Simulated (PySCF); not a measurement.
Vertical excitations of a molecule FH6NOSi2 from TDDFT-B3LYP/def2-SVPD in PySCF 2.14.0, as energy in eV (oscillator strength): 6.48 (0.014), 7.09 (0.011), 7.43 (0.020), 7.60 (0.003), 7.85 (0.016), 7.90 (0.026), 8.16 (0.003), 8.29 (0.056), 8.34 (0.018), 8.46 (0.081). Lowest triplet (TDA): 6.18 eV. Geometry: B3LYP-D3(BJ)/def2-SVP. One conformer was computed; it need not be the lowest.

### Question
Identify the compound among the candidates.
A. N[Si@@](O)(F)[SiH3]
B. N[Si@@H](O)[SiH2]F
C. O[Si@H](F)N[SiH3]
D. N[Si@@H](F)O[SiH3]

### Answer
C, O[Si@H](F)N[SiH3]
